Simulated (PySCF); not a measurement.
Cl3In, charge -1, doublet, at a GFN2-xTB geometry (such geometries of metal compounds can be far from the true shape) (a state made from the parent by changing its charge; the spin is typed, not shown lowest) (all electrons, no relativity).

Input for PySCF:
```python
from pyscf import gto, scf, dft

mol = gto.Mole()
mol.atom = '''
    In   -0.085964   -0.391910   -0.261744
    Cl    2.342113    0.175013   -0.188861
    Cl   -0.830550   -0.660276    2.103809
    Cl   -1.263785    1.614885   -1.160510
'''
mol.basis = '3-21g'
mol.charge = -1
mol.spin = 1
mol.verbose = 5
mol.build()

mf = dft.UKS(mol)
mf.xc = 'b3lyp'
mf.kernel()
```

Problem. What does this run give for the total energy, number of basis functions, nuclear repulsion energy, HOMO energy?

Solution. 
| Quantity | Result |
|---|---|
| total energy | -7091.5072 Eh |
| number of basis functions | 70 |
| nuclear repulsion energy | 644.7711 Eh |
| HOMO energy | -1.47 eV |

These values belong to the state on which the SCF converged, which isn't shown to be the lowest.
